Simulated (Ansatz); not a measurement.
The cluster MgF3⁻. Charge -1, multiplicity 1. Geometry r2SCAN-D4/def2-TZVPD; atoms count from 1.

Cartesian coordinates in Å:
```
Mg -0.002 0.000 0.000
F 0.164 -1.038 -1.484
F 0.472 -0.659 1.627
F -0.634 1.698 -0.143
```

The structure comes from a short search, and lower isomers may exist.

(1) Estimate the Mulliken populations from the PBE0/def2-TZVPD orbitals of Ansatz.

(2) And the Mayer bond orders between heavy atoms (over 0.3)?

Answers

(1) 
```
atom  charge (e)
 Mg1        1.37
  F2       -0.79
  F3       -0.79
  F4       -0.79
```
Mulliken values depend strongly on the basis. With diffuse functions, as here, like atoms can get unlike values, and bond orders can come out too low or too high.

(2) Mg1–F2 0.39 (1.82 Å); Mg1–F3 0.39 (1.82 Å); Mg1–F4 0.39 (1.82 Å).
